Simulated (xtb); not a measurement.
C6H18Si2, quintet, at a GFN2-xTB geometry of the parent state (a higher spin typed on purpose: for a closed-shell molecule this is an excited state); GFN1-xTB in xtb.

The xtb input:
```
$ xtb mol.xyz --gfn 1 --chrg 0 --uhf 4 --json

# file mol.xyz
26

C     -1.85250354    -0.75341260    -1.64491509
Si    -1.15751455    -0.19252911     0.04867828
C     -2.11542853     1.38464731     0.55933844
C     -1.59427803    -1.55639574     1.31949060
Si     1.15751455     0.19252911    -0.04867828
C      1.85250354     0.75341260     1.64491509
C      1.59427803     1.55639574    -1.31949060
C      2.11542853    -1.38464731    -0.55933844
H     -1.38122298    -1.67339640    -1.97770833
H     -1.67730056    -0.00252223    -2.40956825
H     -2.92336754    -0.93233716    -1.60300705
H     -3.18676964     1.20960247     0.60524631
H     -1.80050263     1.73611210     1.53735739
H     -1.94720648     2.19230528    -0.14678963
H     -2.66467346    -1.73677739     1.36677783
H     -1.11614133    -2.49769952     1.06540523
H     -1.26551507    -1.28301853     2.31769233
H      2.92336754     0.93233716     1.60300705
H      1.38122298     1.67339640     1.97770833
H      1.67730056     0.00252223     2.40956825
H      1.26551507     1.28301853    -2.31769233
H      1.11614133     2.49769952    -1.06540523
H      2.66467346     1.73677739    -1.36677783
H      1.80050263    -1.73611210    -1.53735739
H      1.94720648    -2.19230528     0.14678963
H      3.18676964    -1.20960247    -0.60524631
```

Problem. Predict the main parts of the log of this xtb run.

Solution. 
```
   ID    Z sym.   atoms
    1    6 C      1, 3, 4, 6-8
    2   14 Si     2, 5
    3    1 H      9-26

           -------------------------------------------------
          |                Calculation Setup                |
           -------------------------------------------------

           -------------------------------------------------
          |                 G F N 1 - x T B                 |
           -------------------------------------------------

          ...................................................
          :                      SETUP                      :
          :.................................................:
          :  # basis functions                  80          :
          :  # atomic orbitals                  78          :
          :  # shells                           54          :
          :  # electrons                        50          :
          :  # halogen bonds                     0          :
          :  max. iterations                   250          :
          :  Hamiltonian                  GFN1-xTB          :
          :  restarted?                      false          :
          :  GBSA solvation                  false          :
          :  PC potential                    false          :
          :  electronic temp.          300.0000000     K    :
          :  accuracy                    1.0000000          :
          :  -> integral cutoff          0.2500000E+02      :
          :  -> integral neglect         0.1000000E-07      :
          :  -> SCF convergence          0.1000000E-05 Eh   :
          :  -> wf. convergence          0.2000000E-04 e    :
          :  Broyden damping             0.4000000          :
          :  net charge                          0          :
          :  unpaired electrons                  4          :
          ...................................................

 iter      E             dE          RMSdq      gap      omega  full diag
   1    -26.0433290 -0.260433E+02  0.771E+00    1.79       0.0  T
   2    -26.0593018 -0.159728E-01  0.467E+00    1.61       1.0  T
   3    -26.0588948  0.407015E-03  0.455E-01    1.81       1.0  T
   4    -26.0612160 -0.232126E-02  0.152E-01    1.65       1.0  T
   5    -26.0616705 -0.454494E-03  0.262E-02    1.69       1.0  T
   6    -26.0616751 -0.460154E-05  0.136E-02    1.69       1.4  T
   7    -26.0616775 -0.238253E-05  0.416E-04    1.69      47.1  T
   8    -26.0616775 -0.346562E-08  0.169E-04    1.69     116.2  T
   9    -26.0616775 -0.512642E-09  0.889E-05    1.69     220.5  T

   *** convergence criteria satisfied after 9 iterations ***

         :::::::::::::::::::::::::::::::::::::::::::::::::::::
         ::                     SUMMARY                     ::
         :::::::::::::::::::::::::::::::::::::::::::::::::::::
         :: total energy             -25.695038448679 Eh    ::
         :: gradient norm              0.138906160774 Eh/a0 ::
         :: HOMO-LUMO gap              1.689056877497 eV    ::
         ::.................................................::
         :: SCC energy               -26.061677498707 Eh    ::
         :: -> electrostatic           0.003349653019 Eh    ::
         :: repulsion energy           0.379387703598 Eh    ::
         :: dispersion energy         -0.012748653570 Eh    ::
         :: halogen bond corr.         0.000000000000 Eh    ::
         :: add. restraining           0.000000000000 Eh    ::
         :: total charge               0.000000000000 e     ::
         :::::::::::::::::::::::::::::::::::::::::::::::::::::

           -------------------------------------------------
          |                Property Printout                |
           -------------------------------------------------

    * Orbital Energies and Occupations

         #    Occupation            Energy/Eh            Energy/eV
      -------------------------------------------------------------
         1        2.0000           -0.6284803             -17.1018
       ...           ...                  ...                  ...
        15        2.0000           -0.5003160             -13.6143
        16        2.0000           -0.5003155             -13.6143
        17        2.0000           -0.4968400             -13.5197
        18        2.0000           -0.4968395             -13.5197
        19        2.0000           -0.4939667             -13.4415
        20        2.0000           -0.4916238             -13.3778
        21        1.9949           -0.4256951             -11.5838
        22        1.9949           -0.4256947             -11.5837
        23        1.5051           -0.4207024             -11.4479
        24        1.5050           -0.4207020             -11.4479
        25        1.0000           -0.3791230             -10.3165
        26        1.0000           -0.1971308              -5.3642
        27        1.0000           -0.1971307              -5.3642 (HOMO)
        28                         -0.1350590              -3.6751 (LUMO)
        29                         -0.1303856              -3.5480
        30                         -0.1161375              -3.1603
        31                         -0.1161373              -3.1603
        32                         -0.1042297              -2.8362
        33                         -0.1031978              -2.8082
        34                         -0.1031974              -2.8081
        35                         -0.0936179              -2.5475
        36                         -0.0932304              -2.5369
        37                         -0.0932303              -2.5369
        38                         -0.0537514              -1.4626
       ...                                ...                  ...
        78                          1.5210345              41.3895
      -------------------------------------------------------------
                  HL-Gap            0.0620717 Eh            1.6891 eV
             Fermi-level           -0.2932160 Eh           -7.9788 eV

  Mulliken/CM5 charges         n(s)   n(p)   n(d)
     1C    -0.13633 -0.24914   1.029  3.107  0.000
     2Si    0.14762 -0.00832   1.231  1.722  0.899
     3C    -0.13636 -0.24917   1.029  3.107  0.000
     4C    -0.13634 -0.24915   1.029  3.107  0.000
     5Si    0.14762 -0.00832   1.231  1.722  0.899
     6C    -0.13633 -0.24914   1.029  3.107  0.000
     7C    -0.13634 -0.24915   1.029  3.107  0.000
     8C    -0.13636 -0.24917   1.029  3.107  0.000
     9H     0.02366  0.07871   0.976  0.000  0.000
    10H     0.02366  0.07871   0.976  0.000  0.000
    11H     0.03982  0.09451   0.960  0.000  0.000
    12H     0.03982  0.09451   0.960  0.000  0.000
    13H     0.02366  0.07871   0.976  0.000  0.000
    14H     0.02366  0.07871   0.976  0.000  0.000
    15H     0.03982  0.09451   0.960  0.000  0.000
    16H     0.02366  0.07871   0.976  0.000  0.000
    17H     0.02366  0.07871   0.976  0.000  0.000
    18H     0.03982  0.09451   0.960  0.000  0.000
    19H     0.02366  0.07871   0.976  0.000  0.000
    20H     0.02366  0.07871   0.976  0.000  0.000
    21H     0.02366  0.07871   0.976  0.000  0.000
    22H     0.02366  0.07871   0.976  0.000  0.000
    23H     0.03982  0.09451   0.960  0.000  0.000
    24H     0.02366  0.07871   0.976  0.000  0.000
    25H     0.02366  0.07871   0.976  0.000  0.000
    26H     0.03982  0.09451   0.960  0.000  0.000

Wiberg/Mayer (AO) data.
largest (>0.10) Wiberg bond orders for each atom

 ---------------------------------------------------------------------------
     #   Z sym  total        # sym  WBO       # sym  WBO       # sym  WBO
 ---------------------------------------------------------------------------
     1   6 C    3.819 --     9 H    0.947    10 H    0.947    11 H    0.945
                             2 Si   0.829
     2  14 Si   4.454 --     5 Si   1.217     3 C    0.829     4 C    0.829
                             1 C    0.829
     3   6 C    3.819 --    14 H    0.947    13 H    0.947    12 H    0.945
                             2 Si   0.829
     4   6 C    3.819 --    16 H    0.947    17 H    0.947    15 H    0.945
                             2 Si   0.829
     5  14 Si   4.454 --     2 Si   1.217     8 C    0.829     7 C    0.829
                             6 C    0.829
     6   6 C    3.819 --    19 H    0.947    20 H    0.947    18 H    0.945
                             5 Si   0.829
     7   6 C    3.819 --    22 H    0.947    21 H    0.947    23 H    0.945
                             5 Si   0.829
     8   6 C    3.819 --    25 H    0.947    24 H    0.947    26 H    0.945
                             5 Si   0.829
     9   1 H    1.043 --     1 C    0.947
    10   1 H    1.043 --     1 C    0.947
    11   1 H    0.997 --     1 C    0.945
    12   1 H    0.997 --     3 C    0.945
    13   1 H    1.043 --     3 C    0.947
    14   1 H    1.043 --     3 C    0.947
    15   1 H    0.997 --     4 C    0.945
    16   1 H    1.043 --     4 C    0.947
    17   1 H    1.043 --     4 C    0.947
    18   1 H    0.997 --     6 C    0.945
    19   1 H    1.043 --     6 C    0.947
    20   1 H    1.043 --     6 C    0.947
    21   1 H    1.043 --     7 C    0.947
    22   1 H    1.043 --     7 C    0.947
    23   1 H    0.997 --     7 C    0.945
    24   1 H    1.043 --     8 C    0.947
    25   1 H    1.043 --     8 C    0.947
    26   1 H    0.997 --     8 C    0.945
 ---------------------------------------------------------------------------

Topologies differ in total number of bonds
Writing topology from bond orders to xtbtopo.mol

 dipole moment from electron density (au)
     X       Y       Z
   0.0000   0.0000  -0.0000  total (Debye):    0.000

           -------------------------------------------------
          | TOTAL ENERGY              -25.695038448679 Eh   |
          | GRADIENT NORM               0.138906160774 Eh/α |
          | HOMO-LUMO GAP               1.689056877497 eV   |
           -------------------------------------------------

normal termination of xtb
```
